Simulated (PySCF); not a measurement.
PySCF job for H10Si4, SMILES [SiH3][SiH]([SiH3])[SiH3], B3LYP/pcSseg-1. Geometry: PBE0-D3(BJ)/def2-SVP.

```python
import numpy as np
from pyscf import gto, scf, dft
from pyscf.prop.nmr import rks as nmr

mol = gto.M(
    atom='''
    Si    1.48285818    1.63095662   -0.17861459
    Si    0.00000000    0.00000000    0.62008136
    Si    0.67102078   -2.09967117   -0.17861459
    Si   -2.15387896    0.46871454   -0.17861459
    H     2.87604459    1.35673094    0.29047453
    H     1.46561109    1.60623108   -1.67411691
    H     1.07350466    2.99275464    0.28415760
    H     0.00000000   -0.00000000    2.11912816
    H     2.05504921   -2.42605963    0.28415761
    H     0.65823137   -2.07237199   -1.67411691
    H    -0.26305884   -3.16909316    0.29047453
    H    -3.12855387   -0.56669500    0.28415761
    H    -2.61298576    1.81236221    0.29047453
    H    -2.12384248    0.46614090   -1.67411691
    ''',
    basis='pcSseg-1',
    charge=0,
    spin=0,
    max_memory=1600,
    verbose=3,
)
mf = dft.RKS(mol, xc='b3lyp')
mf.grids.level = 3
mf.conv_tol = 1e-10
mf.max_cycle = 100
mf.kernel()
n = nmr.NMR(mf)
n.verbose = 2
n.max_cycle_cphf = 60
sigma = n.kernel()
print('atom   isotropic/ppm   span/ppm')
for i, s in enumerate(sigma):
    w = np.linalg.eigvalsh((s + s.T) / 2)
    print(f'{mol.atom_symbol(i):2s}{i + 1:3d} {w.mean():14.3f} {w[2] - w[0]:11.3f}')
```

Program output:

```
converged SCF energy = -1164.02486283167
atom   isotropic/ppm   span/ppm
Si  1        438.926      26.160
Si  2        463.712      17.717
Si  3        438.917      26.173
Si  4        438.931      26.154
H   5         27.705       8.987
H   6         27.923       7.744
H   7         27.706       8.987
H   8         28.278       9.080
H   9         27.706       8.987
H  10         27.923       7.744
H  11         27.705       8.987
H  12         27.706       8.987
H  13         27.705       8.987
H  14         27.923       7.744
```

Self-consistency was reached.

Cost: roughly 50 core-seconds.
